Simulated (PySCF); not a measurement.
Two species compared at the same levels of theory.

First species: C₅H₅FP₂.
Atom-mapped SMILES: `[CH3:1][c:2]1[p:3][cH:4][c:5]([F:6])[cH:7][p:8]1` (hydrogens: H9, H10, H11 on C1; H12 on C4; H13 on C7)

Second species: C3H4F3N.
SMILES: `C/N=C/C(F)(F)F`

Levels: PBE0/def2-SVPD for dipole moment, HOMO energy, LUMO energy, HOMO–LUMO gap, static isotropic polarisability and electronic spatial extent ⟨r²⟩ about the centre of nuclear charge; TDDFT PBE0/def2-SVPD for lowest singlet excitation; TDA PBE0/def2-SVPD for lowest triplet excitation (Tamm–Dancoff); GFN2-xTB for rotational constant A and rotational constant C. Geometries: GFN2-xTB. Each species is one conformer at its optimised geometry, gas phase, non-relativistic unless stated; the electronic structure was computed with PySCF and density fitting.

The conformers computed, where there is a choice (atom-mapped SMILES and torsion angles):
- `[CH3:1]/[N:2]=[CH:3]/[C:4]([F:5])([F:6])[F:7]`: N2–C3–C4–F5 -137°

Values for the first species:

| Item | Value |
| --- | --- |
| Dipole moment | 1.01 D |
| HOMO energy | -7.43 eV |
| LUMO energy | -2.32 eV |
| HOMO–LUMO gap | 5.11 eV |
| Lowest singlet excitation | 3.91 eV |
| Lowest triplet excitation (Tamm–Dancoff) | 2.89 eV |
| Static isotropic polarisability | 107.6 au |
| Electronic spatial extent ⟨r²⟩ about the centre of nuclear charge | 1309 bohr² |
| Rotational constant A | 2.488 GHz |
| Rotational constant C | 0.815 GHz |

(1) Estimate the same properties for the second species, and the change in each.

## Answers

(1) 
| property | first | second | second less first |
| --- | --- | --- | --- |
| dipole moment | 1.01 D | 3.35 D | +2.34 D |
| HOMO energy | -7.43 eV | -8.12 eV | -0.69 eV |
| LUMO energy | -2.32 eV | -1.28 eV | +1.04 eV |
| HOMO–LUMO gap | 5.11 eV | 6.84 eV | +1.73 eV |
| lowest singlet excitation | 3.91 eV | 4.78 eV | +0.87 eV |
| lowest triplet excitation (Tamm–Dancoff) | 2.89 eV | 3.88 eV | +0.99 eV |
| static isotropic polarisability | 107.6 au | 49.1 au | -58.5 au |
| electronic spatial extent ⟨r²⟩ about the centre of nuclear charge | 1309 bohr² | 807 bohr² | -502 bohr² |
| rotational constant A | 2.488 GHz | 5.301 GHz | +2.813 GHz |
| rotational constant C | 0.815 GHz | 1.535 GHz | +0.720 GHz |

On the first: The principal polarisabilities are 66.9, 124.6 and 131.2 au; their mean is the isotropic value.

On the second: No computed singlet falls in the visible range (750 to 380 nm, 1.65 to 3.26 eV); S1 lies 1.52 eV above its blue end. S1 lies 2.06 eV below the HOMO–LUMO gap; its leading configuration is HOMO→LUMO, weight 0.99.
